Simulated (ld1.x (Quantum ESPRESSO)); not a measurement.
**Cr: PAW pseudisation with PBEsol, scalar-relativistic reference atom.**

ld1.x (Quantum ESPRESSO) 7.5 input, shortened:

```
&input
   title='Cr', zed=24., rel=1, dft='PBESOL', iswitch=3,
   config='[Ar] 3d4 4s2 4p0'
 /
 &inputp
   pseudotype=3, lpaw=.true., tm=.true., lloc=-1, rcloc=1.85,
   nlcc=.true., new_core_ps=.true., rcore=1.25,
   which_augfun='PSQ', rmatch_augfun_nc=.true.
 /
6
4S  1  0   2.00   0.00  2.15  2.65  0.0
4S  1  0   0.00  -0.05  2.15  2.65  0.0
3P  2  1   6.00   0.00  1.30  1.40  0.0
4P  3  1   0.00   0.00  1.30  1.40  0.0
3D  3  2   4.00   0.00  1.25  1.40  0.0
3D  3  2   0.00   3.35  1.25  1.40  0.0
 &test
   configts(1)='3p6 3d4 4s2 4p0'
 /
```

* Cutoffs needed: 50 Ry and 90 Ry (the cutoffs (Ry, on a coarse ladder) from which the occupation-weighted sum of valence levels, in a spherical-Bessel basis at the reference potential, stays within 10 and 1 mRy of its value at 400 Ry)
* Ghost test: no extra level below or beside the all-electron valence levels (s, p, d, f tested) (spherical-Bessel basis up to 400 Ry, 20 bohr box)
* Largest excitation error: -21 meV (all-electron minus pseudo) for 3p6 3d5 4s0 4p0, out of 7 test configurations
* Lowest eigenvalue of the overlap operator: 0.22 (p channel)
* Density cutoff estimated by the generator: 319 Ry
